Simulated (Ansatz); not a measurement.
Molecule (SMILES): [S]=[Ge] (S-Ge) (closed-shell singlet).
Geometry (B3LYP-D3(BJ)/def2-TZVP, fixed):
```xyz
2

Ge     0.0000     0.0000    -0.6762
S      0.0000     0.0000     1.3523
```

Basis-set convergence of the dipole moment at PBE0 with Ansatz (an electronic-structure program). Dipoles come from the density behind the forces; the sign is taken along the dipole that this method gives in the largest set. All functions are spherical. The program fits the integrals of some runs and decomposes those of others, by size. No added dispersion term, no relativity. Reference: the value in aug-pcseg-3, 2.261 D, itself unsure by roughly 0.006 D (its mean distance from aug-cc-pV(Q+d)Z, def2-QZVPPD). Deviations are taken from unrounded values.

```
basis            functions  dipole moment (D)
---------------  ---------  -----------------
pcseg-1                 45              2.318
aug-pcseg-1             63              2.234
cc-pV(D+d)Z             50              2.163
aug-cc-pV(D+d)Z         68              2.249
def2-SVP                50              2.047
def2-SVPD               65              2.318
pcseg-2                 77              2.377
aug-pcseg-2            109              2.265
cc-pV(T+d)Z             82              2.225
aug-cc-pV(T+d)Z        114              2.267
def2-TZVP               85              2.282
def2-TZVPD             100              2.274
def2-TZVPP              90              2.280
def2-TZVPPD            105              2.273
cc-pV(Q+d)Z            132              2.258
aug-cc-pV(Q+d)Z        182              2.273
pcseg-3                132              2.287
aug-pcseg-3            182              2.261
def2-QZVPP             159              2.262
def2-QZVPPD            174              2.262
```

What the diffuse functions change, pair by pair:
- pcseg-1 to aug-pcseg-1: 18 more functions, deviation 0.057 to -0.027 D
- cc-pV(D+d)Z to aug-cc-pV(D+d)Z: 18 more functions, deviation -0.098 to -0.012 D
- def2-SVP to def2-SVPD: 15 more functions, deviation -0.215 to 0.057 D
- pcseg-2 to aug-pcseg-2: 32 more functions, deviation 0.116 to 0.004 D
- cc-pV(T+d)Z to aug-cc-pV(T+d)Z: 32 more functions, deviation -0.036 to 0.006 D
- def2-TZVP to def2-TZVPD: 15 more functions, deviation 0.021 to 0.013 D
- def2-TZVPP to def2-TZVPPD: 15 more functions, deviation 0.019 to 0.012 D
- cc-pV(Q+d)Z to aug-cc-pV(Q+d)Z: 50 more functions, deviation -0.003 to 0.012 D
- pcseg-3 to aug-pcseg-3: 50 more functions, deviation 0.026 to 0.000 D
- def2-QZVPP to def2-QZVPPD: 15 more functions, deviation 0.001 to 0.001 D

Leaving out the reference's own pair, they bring the value nearer the reference by more than 0.006 D in 7 of 9 pairs.
